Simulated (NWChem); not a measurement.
C$_{5}$H$_{7}$O, doublet; SMILES C1CC[CH]C1=O

```xyz
13

O     -0.0316     2.1604     0.0679
C     -0.0342     0.9270     0.0110
C     -1.1977     0.0561     0.0468
C     -0.8123    -1.3714    -0.1025
C      0.7115    -1.3880     0.2031
C      1.2036     0.0233    -0.1592
H     -2.2259     0.4435     0.1038
H     -1.4059    -2.0609     0.5364
H     -1.0114    -1.7091    -1.1515
H      0.8582    -1.5685     1.2881
H      1.2416    -2.1971    -0.3355
H      1.5264     0.0892    -1.2224
H      2.0488     0.3950     0.4522
```
Atoms are numbered in this order, from 1.

Level: PBE-D3(BJ)/def2-SVP, spin-unrestricted (NWChem), optimised geometry, unscaled harmonic frequencies. 

```tsv
frequency (cm⁻¹)	IR intensity (km/mol)
144	2.4
190	0.6
444	5.3
463	1.7
578	4.2
609	8.6
671	7.0
773	12.4
825	0.9
845	2.6
890	2.3
931	0.7
954	12.0
1014	1.0
1061	3.1
1150	27.3
1161	0.2
1167	3.9
1239	11.9
1258	4.8
1297	7.0
1312	11.1
1360	15.2
1380	5.1
1421	4.7
1642	119.2
2892	10.5
2975	11.1
2991	8.2
3001	25.1
3053	7.6
3060	14.6
3146	4.0
```

```json
{
 "zero_point_energy": "65.6 kcal/mol",
 "thermal correction to the enthalpy at 298.15 K (with zero-point energy)": "69.7 kcal/mol",
 "heat capacity Cv": "21.1 cal/(mol K)",
 "entropy at 298.15 K and 1 atm (symmetry number 1, electronic part: spin degeneracy alone)": "75.9 cal/(mol K)",
 "dipole_moment": "3.34 D"
}
```

Rigid rotor and harmonic oscillator.
